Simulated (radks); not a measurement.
Neutral rhenium inside a hard spherical wall (all orbitals vanish at R), configuration held at [Xe] 4f14 5d5 6s2 and not refilled when levels cross. Calculated with a radial shooting solver on a logarithmic mesh with Libxc functionals: scalar-relativistic Kohn-Sham, r2SCAN, spin-polarised, spherical densities, finite nucleus; open shells are filled with parallel spins first (spin-orbit coupling, left out, can overturn this in heavy ions); meta-GGA in the generalised Kohn-Sham scheme; Fermi nuclear charge, rms radius 5.3698 fm. Eigenvalues in eV for spin up, with the zero of energy where the potential of the charges vanishes at infinity; a dash marks a level that is unbound or too diffuse for the functional's potential to be trusted. A positive occupied level is held by the wall or, in an anion where self-interaction has pushed it up, behind a barrier. The pressure on the wall is -dE/dV.

R (bohr)	E (hartree)	kinetic (hartree)	e(5p)	e(4f)	e(6s)	e(5d)	e(6p, empty)	e(7s, empty)	pressure (GPa)
free	-16691.4260	18439.495	-49.495	-42.620	-6.934	-6.898	-1.323	-	0
10	-16691.4257	18439.499	-49.468	-42.593	-6.911	-6.873	-1.227	2.110	0.00929
8	-16691.4224	18439.528	-49.304	-42.430	-6.774	-6.720	-0.890	4.585	0.161
5	-16691.2811	18440.318	-46.677	-39.662	-4.092	-4.348	3.854	23.261	17.4
3.5	-16690.2836	18444.533	-38.976	-30.743	8.257	3.471	21.972	74.346	328
2	-16673.9817	18503.747	6.118	20.746	135.83	61.872	176.25	399.02	23300
1.5	-16629.0977	18649.568	93.053	93.357	383.21	171.85	447.68	902.73	184000
